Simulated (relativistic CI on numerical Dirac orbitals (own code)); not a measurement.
Calculated levels, W57+

These numbers are calculated, not measured: Dirac-Coulomb-Breit CI, separate exchange-only KLI orbitals for each configuration, model QED (radiative potential, 1s self-energy scaled to tabulated hydrogen-like ionisation energies), unscaled Slater integrals (own radial code, finite nucleus).

Configuration list (outside the closed core [Ne]): 3s2 3p5, 3s2 3p4 3d, 3s 3p6, 3s 3p5 3d, 3s 3p4 3d2, 3p6 3d, 3s2 3p3 3d 4p, 3s 3p4 3d 4s, 3p6 4s, 3s2 3p4 4s, 3p6 4p, 3s2 3p4 4p, 3s2 3p4 4d, 3s 3p5 4s, 3p5 3d 4p, 3s2 3p4 4f, 3s 3p5 4p, 3s 3p5 4d, 3s 3p5 4f, 3s2 3p4 5s, 3s2 3p4 5p, 3s2 3p3 4s 4p, 3s2 3p4 5d, 3s2 3p4 5f, 3s2 3p4 5g, 3s 3p4 4s2, 3s 3p5 5s, 3s 3p5 5p, 3s2 3p3 3d2, 3s2 3p2 3d3, 3s 3p3 3d3, 3s2 3p2 3d2 4s, 3s2 3p2 3d2 4p, 3s2 3p2 3d2 4d, 3p5 3d2, 3p4 3d3, 3p4 3d2 4s, 3p4 3d2 4p, 3p4 3d2 4d, 3s2 3p3 3d 4s, 3s 3p3 3d2 4s, 3s2 3p2 3d 4s2, 3s2 3p2 3d 4s 4p, 3s2 3p2 3d 4s 4d, 3p5 3d 4s, 3p4 3d 4s2, 3p4 3d 4s 4p, 3p4 3d 4s 4d, 3s2 3p3 4s2, 3s 3p3 3d 4s2, 3s2 3p2 4s2 4p, 3s2 3p2 4s2 4d, 3s2 3p3 4p2, 3s2 3p2 3d 4p2, 3s 3p3 3d 4p2, 3s2 3p2 4s 4p2, 3s2 3p2 4p3, 3s2 3p2 4p2 4d. Double excitations out of closed p, d and f shells are left out; levels of such configurations are missing from the list, as are those of other unlisted configurations, and high levels can miss mixing partners. These lack a partner that the ground configuration has and come out too high: 3s2 3p4 4f, 3s 3p5 4p, 3s 3p5 4d, 3s 3p5 4f, 3s2 3p4 5s.

The lowest level is 3s2 3p5 2P°_3/2, with 99 % of that term; Hund's rules for 3s2 3p5 give 2P° with J = 3/2, in agreement.

```
No.     Configuration  Term     J  E (10³ cm⁻¹)   %  Next component (%)      jj configuration (%)
  1           3s2 3p5   2P°   3/2           0.0  99   1 3s2 3p3 3d2 2P°              3p3/2^3 (99)
  2        3p4(3P) 3d    4D   3/2        1904.0  35               34 2D        3p3/2^2 3d3/2 (99)
  3        3p4(3P) 3d    4D   5/2        1954.2  38               23 2F        3p3/2^2 3d3/2 (96)
  4        3p4(3P) 3d    4P   1/2        1961.3  50               26 2P        3p3/2^2 3d3/2 (98)
  5        3p4(3P) 3d    2F   7/2        1983.9  35               29 4F        3p3/2^2 3d3/2 (99)
  6        3p4(1S) 3d    2D   3/2        2141.1  63               19 4F        3p3/2^2 3d3/2 (98)
  7        3p4(1D) 3d    2F   7/2        2554.9  47               42 4D        3p3/2^2 3d5/2 (99)
  8        3p4(3P) 3d    4F   9/2        2572.9  68               32 2G        3p3/2^2 3d5/2 (99)
  9        3p4(3P) 3d    2P   1/2        2627.8  58               22 2S        3p3/2^2 3d5/2 (97)
 10           3s2 3p5   2P°   1/2        2805.4  99   1 3s2 3p3 3d2 2P°        3p1/2 3p3/2^4 (99)
 11        3p4(1S) 3d    2D   5/2        2809.0  54               22 4P        3p3/2^2 3d5/2 (99)
 12        3p4(3P) 3d    2P   3/2        2862.6  39               34 2D        3p3/2^2 3d5/2 (97)
 13        3p4(3P) 3d    2D   5/2        2895.3  55               17 4D        3p3/2^2 3d5/2 (95)
 14  3p3(2P°) 3d2(3F)   4F°   3/2        3926.7  29              24 2D°        3p3/2 3d3/2^2 (99)
 15  3p3(2P°) 3d2(3F)   4F°   5/2        3976.5  24              22 2F°        3p3/2 3d3/2^2 (96)
 16  3p3(2P°) 3d2(3F)   4D°   1/2        3980.4  47              25 2P°        3p3/2 3d3/2^2 (98)
 17  3p3(2P°) 3d2(3F)   2G°   7/2        3993.9  24              20 2F°        3p3/2 3d3/2^2 (97)
 18  3p3(2P°) 3d2(1S)   2P°   3/2        4182.3  20              17 2D°        3p3/2 3d3/2^2 (94)
 19            3s 3p6    2S   1/2        4368.7  73    10 3s2 3p4 3d 4P                   3s (73)
 20  3p3(2P°) 3d2(3F)   4G°   9/2        4559.6  33              19 6F°    3p3/2 3d3/2 3d5/2 (99)
 21       3s2 3p3 3d2   2F°   7/2        4594.0  23              20 4F°    3p3/2 3d3/2 3d5/2 (98)
 22        3p4(3P) 3d    4D   1/2        4615.3  79               14 2P  3p1/2 3p3/2^3 3d3/2 (95)
 23  3p3(2P°) 3d2(3F)   4D°   3/2        4668.1  33              16 2D°    3p3/2 3d3/2 3d5/2 (96)
 24  3p3(2D°) 3d2(3P)   4P°   1/2        4671.0  46              21 2S°    3p3/2 3d3/2 3d5/2 (97)
 25  3p3(2P°) 3d2(3F)   2F°   5/2        4678.6  25              20 4D°    3p3/2 3d3/2 3d5/2 (98)
 26  3p3(2P°) 3d2(3P)   4D°   5/2        4687.6  25              24 4P°    3p3/2 3d3/2 3d5/2 (98)
 27  3p3(2P°) 3d2(3F)   4G°  11/2        4699.3  36              35 2H°    3p3/2 3d3/2 3d5/2 (95)
 28        3p4(3P) 3d    4F   3/2        4702.3  32               32 4D  3p1/2 3p3/2^3 3d3/2 (97)
 29       3s2 3p3 3d2   2F°   7/2        4731.6  28              23 2G°    3p3/2 3d3/2 3d5/2 (97)
 30        3p4(3P) 3d    4F   5/2        4768.1  49               35 2F  3p1/2 3p3/2^3 3d3/2 (99)
```

Energies count from the lowest computed level; ° marks odd parity. Percentages are summed over parent terms; the parents shown are those of the largest component, closed shells are left out there. Filled j subshells are mostly left out of the jj labels.

The mean weight of the leading LS term, summed over parents, in these 30 levels is 46 %, and that of the leading jj configuration (from the same eigenvectors) 97 %, so jj coupling describes them better and the LS labels are nominal.

At this charge energies of transitions that change n are usually good to better than 1 %, and those within a shell (Δn = 0) to a few per cent.

LS names give the leading component of a level, which can be under half, so a name can repeat, a term be missing and a line seem to break the LS rules.
